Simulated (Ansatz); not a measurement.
Consider the redistribution: `[CH3][GeH]([OH])[BH]O` + `BCCl` → `OBCCl` + `[BH2][GeH]([CH3])[OH]`.

Gas-phase electronic energies from Ansatz, PBE0-D4/def2-TZVP geometries. CCSD(T)/CBS is the MP2 limit (def2-TZVPP, def2-QZVPP) plus CCSD(T) − MP2 in def2-TZVPP, frozen cores. Functionals use def2-TZVPP. B3LYP here is the variant with VWN-RPA as its local correlation; programs differ in this. For Ge outer-core shells are correlated without core-valence functions, which leaves a few kJ/mol of doubt a bond. Scalar relativity is left out up to krypton. One conformer a species, not always the lowest.

```
         level  ΔE (eV)
       ωB97X-V    -0.20
        B2PLYP    -0.21
         B3LYP    -0.19
MP2/def2-TZVPP    -0.22
 HF/def2-QZVPP    -0.22
MP2/def2-QZVPP    -0.22
  HF/CBS(def2)    -0.22
CCSD/CBS(def2)    -0.23
```

Question: What does CCSD(T)/CBS give? (Best estimate.)

Answer: The calculation gave: -0.23 eV. The listed levels differ from it by 0.03, 0.02, 0.04, 0.01, 0.01, 0.01, 0.01, 0.00 eV.

Largest T1 diagnostic among the species: 0.013.
